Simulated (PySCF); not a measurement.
F₂Si, neutral, multiplicity 1. Atoms are numbered in the order given.

```xyz
3

Si     0.0000     0.0000     0.5766
F      0.0000     1.2330    -0.4485
F      0.0000    -1.2330    -0.4485
```
Charge 0, spin multiplicity 1.

Geometry: r2SCAN-D4/def2-TZVP. The isomer is the one that the SMILES or the coordinates give; other isomers of the formula were not compared.

Computed with M06-2X/def2-TZVPD in PySCF.

Isolated molecule, no solvent.

The total energy comes out as -489.29378 hartree. The point group is C2v, the highest occupied level comes out as -9.50 eV and the lowest empty level is -1.33 eV. The orbital gap is 8.18 eV. The dipole moment is 1.27 D and the quadrupole, principal values (traceless, Buckingham form, about the centre of nuclear charge) is -3.35, -1.09, 4.43 D·Å. The mean static polarisability is 28.2 bohr³ (4.19 Å³). The polarisability, principal values comes out as 26.6, 29.0, 29.1 bohr³.
